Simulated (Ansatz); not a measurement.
Born–Oppenheimer molecular dynamics of C4H10AlN (16 atoms, charge 0, multiplicity 1). It starts from a relaxed structure.

The calculation used RKS PBE0-D4/STO-3G (Ansatz).

```json
{
 "ensemble": "NVT, Langevin thermostat",
 "time step": "0.25 fs",
 "steps asked": "393",
 "set temperature": "300 K",
 "friction": "0.05 /fs",
 "seed": "31483"
}
```

First frame:

```xyz
16
Properties=species:S:1:pos:R:3
C -0.327 -2.030 0.371
N -0.401 -0.744 0.521
C 0.682 0.215 -0.029
C 0.953 -0.043 -1.528
C 0.050 1.589 0.332
Al -1.449 0.768 1.252
H 0.504 -2.532 -0.154
H -1.123 -2.670 0.787
H 1.598 0.000 0.555
H 0.036 0.109 -2.113
H 1.708 0.674 -1.877
H 1.329 -1.058 -1.711
H 0.760 2.187 0.912
H -0.179 2.140 -0.586
H -2.785 0.739 0.566
H -1.381 0.633 2.747
```

Question: What does the run give?

Answer: All steps were run.

| Quantity | Value |
| --- | --- |
| steps done | 393 |
| time covered | 98.25 fs |
| mean temperature over the second half | 257 K |
| spread of the potential energy over the second half | 3.9 meV per atom |
| mean potential energy of the second half above the start | 33.5 meV per atom |

The mean temperature of the second half is 14 % below the set value. A run of 0.098 ps of so small a system gives no equilibrium averages. Limits of this set-up: minimal basis.

Question: What happens to the structure?

Answer: The same pairs are bonded in the first frame and the last. Pairs count as bonded within 1.25 times the sum of covalent radii (0.12 Å more for H–H). The details hang on the random start.

Question: How do temperature and energy run in time?

Answer: 
```json
{"time (fs)": "0.0", "T (K)": "281", "potential energy less start (eV)": "0.000"}
{"time (fs)": "3.2", "T (K)": "178", "potential energy less start (eV)": "0.275"}
{"time (fs)": "6.5", "T (K)": "145", "potential energy less start (eV)": "0.364"}
{"time (fs)": "9.8", "T (K)": "299", "potential energy less start (eV)": "0.280"}
{"time (fs)": "13.0", "T (K)": "139", "potential energy less start (eV)": "0.519"}
{"time (fs)": "16.2", "T (K)": "228", "potential energy less start (eV)": "0.424"}
{"time (fs)": "19.5", "T (K)": "244", "potential energy less start (eV)": "0.272"}
{"time (fs)": "22.8", "T (K)": "177", "potential energy less start (eV)": "0.439"}
{"time (fs)": "26.0", "T (K)": "215", "potential energy less start (eV)": "0.459"}
{"time (fs)": "29.2", "T (K)": "282", "potential energy less start (eV)": "0.348"}
{"time (fs)": "32.5", "T (K)": "224", "potential energy less start (eV)": "0.465"}
{"time (fs)": "35.8", "T (K)": "161", "potential energy less start (eV)": "0.473"}
{"time (fs)": "39.0", "T (K)": "233", "potential energy less start (eV)": "0.372"}
{"time (fs)": "42.2", "T (K)": "247", "potential energy less start (eV)": "0.324"}
{"time (fs)": "45.5", "T (K)": "298", "potential energy less start (eV)": "0.350"}
{"time (fs)": "48.8", "T (K)": "225", "potential energy less start (eV)": "0.450"}
{"time (fs)": "52.0", "T (K)": "300", "potential energy less start (eV)": "0.423"}
{"time (fs)": "55.2", "T (K)": "220", "potential energy less start (eV)": "0.583"}
{"time (fs)": "58.5", "T (K)": "264", "potential energy less start (eV)": "0.502"}
{"time (fs)": "61.8", "T (K)": "237", "potential energy less start (eV)": "0.541"}
{"time (fs)": "65.0", "T (K)": "225", "potential energy less start (eV)": "0.548"}
{"time (fs)": "68.2", "T (K)": "352", "potential energy less start (eV)": "0.441"}
{"time (fs)": "71.5", "T (K)": "312", "potential energy less start (eV)": "0.506"}
{"time (fs)": "74.8", "T (K)": "224", "potential energy less start (eV)": "0.617"}
{"time (fs)": "78.0", "T (K)": "235", "potential energy less start (eV)": "0.475"}
{"time (fs)": "81.2", "T (K)": "330", "potential energy less start (eV)": "0.576"}
{"time (fs)": "84.5", "T (K)": "298", "potential energy less start (eV)": "0.530"}
{"time (fs)": "87.8", "T (K)": "314", "potential energy less start (eV)": "0.464"}
{"time (fs)": "91.0", "T (K)": "266", "potential energy less start (eV)": "0.509"}
{"time (fs)": "94.2", "T (K)": "195", "potential energy less start (eV)": "0.706"}
{"time (fs)": "97.5", "T (K)": "230", "potential energy less start (eV)": "0.586"}
```

The run took 20 min on 1 thread of Arm Neoverse V2 (shared host), peak memory 0.12 GiB.
